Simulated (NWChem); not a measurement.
# Atomisation of triflic acid (CHF3O3S)

```xyz
9

O      1.4654    -0.4690    -1.0641
S      0.7935     0.3016     0.1792
O      1.2387    -0.3155     1.4075
O      0.8679     1.7089    -0.0974
C     -0.9677    -0.2240    -0.0793
F     -1.7002     0.2525     0.9058
F     -1.4122     0.2340    -1.2296
F     -1.0251    -1.5463    -0.0764
H      1.7721    -1.3386    -0.7589
```
Charge 0, spin multiplicity 1.

Program: NWChem. Structure: optimised with PBE0/def2-SVP, with no frequency check, so it may be a saddle point. It is one conformer; others weren't searched.

Basis set: def2-SVP. The atomisation energy is electronic alone: no zero-point, thermal, spin-orbit or counterpoise terms. No value is extrapolated to the basis-set limit. Free atoms are single determinants with multiplicities O 3, S 3, C 3, F 2, H 2. Correlated methods freeze the same cores in atoms and molecule, 12 orbitals in all.

```
method  atomisation energy (kcal/mol)  relative cost
------  -----------------------------  -------------
HF                              418.1              1
B3LYP                           767.9        under 3
PBE0                            782.1        under 3
BP86                            830.7        under 3
PBE                             842.4        under 3
MP2                             750.4        under 3
r2SCAN                          795.8        under 3
TPSS                            780.9        under 3
```

The values span 424.3 kcal/mol, from HF (lowest) to PBE (highest). Relative cost: rough, from shared machines, SCF included, HF = 1. Costs are the molecule's.

B3LYP has NWChem's definition, with VWN1-RPA local correlation. No SCF solution was tested for a lower state. Open-shell Hartree-Fock references start from PBE0 orbitals; any time given for them includes that run.
